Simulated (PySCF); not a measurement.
HgI, SMILES [Hg+][I], charge +1.

Geometry optimised at B3LYP-D3(BJ)/def2-TZVP. The multiplicity is an assumed one; other spin states were not compared. The def2 effective core potentials stand for the cores of Hg, I; spin–orbit coupling is left out.

Computed with PBE/def2-TZVPD run with PySCF.

Computed frontier levels, gap, dipole moment and polarisability:
```
Item                                                               Value
------------------------------------------------  ----------------------
highest occupied level                                         -12.29 eV
lowest empty level                                             -11.54 eV
orbital gap                                                      0.74 eV
dipole moment about the centre of nuclear charge               0.404 e·Å
mean static polarisability                          57.0 bohr³ (8.45 Å³)
polarisability, principal values                  43.1, 43.1, 84.9 bohr³
```
